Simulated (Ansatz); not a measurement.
Stepwise reaction of `CCB(O)O` with ammonia, as a gas-phase model of exchange steps in deposition or etching. ΔE in kJ/mol.

Program: Ansatz. Geometries: PBE0-D4/def2-TZVP. ΔE: electronic, gas phase. CBS: MP2 limit from def2 TZ/QZ plus the TZ coupled-cluster correction, frozen cores. This one scheme is used for every species. Functionals use def2-TZVPP. B3LYP here is the variant with VWN-RPA as its local correlation; programs differ in this. One conformer a species, not always the lowest.

```tsv
step	reaction	PBE-D4	B3LYP-D4	ωB97M-V	CCSD(T)/CBS
2	`CCB(N)O` + NH₃ → `CCB(N)N` + H₂O	23.5	25.2	26.0	23.2
```

Problem. Give the row of step 1, `CCB(O)O` + NH₃ → `CCB(N)O` + H₂O. (Estimate.)

Solution. Computed: 
```json
{"step": "1", "reaction": "`CCB(O)O` + NH₃ → `CCB(N)O` + H₂O", "PBE-D4": "32.4", "B3LYP-D4": "33.2", "ωB97M-V": "34.8", "CCSD(T)/CBS": "31.2"}
```

Problem. By hand: ΔE of the 2 steps together at CCSD(T)/CBS.

Solution. (31.2) + (23.2) = 54.4 kJ/mol, or 27.2 kJ/mol a step.

In ΔE each step is lower than the one before. All are uphill at CCSD(T)/CBS. PBE-D4 differs from CCSD(T)/CBS by 0.3 to 1.2 kJ/mol a step. Isolated molecules leave out the surface, adducts and barriers. Largest T1 diagnostic: 0.011.
